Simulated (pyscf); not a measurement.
Single points on ωB97X-D3(BJ)/def2-SVP structures (PySCF, gas phase).

SMILES: [SH][GeH2][SnH3]
```xyz
9

S     -0.1137    -0.8262    -1.6110
Ge     1.2322    -0.1017     0.0151
Sn    -0.2058     0.1563     2.1253
H     -0.5511    -1.8986    -0.9228
H      2.4090    -1.0753     0.2012
H      1.7699     1.2376    -0.5071
H     -1.3462     1.4019     1.8836
H     -1.0395    -1.3146     2.3786
H      0.7262     0.5091     3.5139
```
Charge 0, spin multiplicity 1.

Question: What is the homolytic dissociation enthalpy (298 K, ωB97M-D3(BJ)/def2-TZVP) of the Ge–Sn bond of `[SH][GeH2][SnH3]`, to HS–GeH₂• + SnH₃•?

Answer: Ge–Sn to HS–GeH₂• + SnH₃•: 2.54 eV. The 7 functionals that were run give +2.29 (M06-2X) to +3.00 eV (ωB97X-D3(BJ)). Other isomers of HS–GeH₂• were not searched in full and may lie lower. Elements up to Kr have no core potential and no relativistic terms here. Elements past Kr carry the def2 core potentials, without spin-orbit coupling.
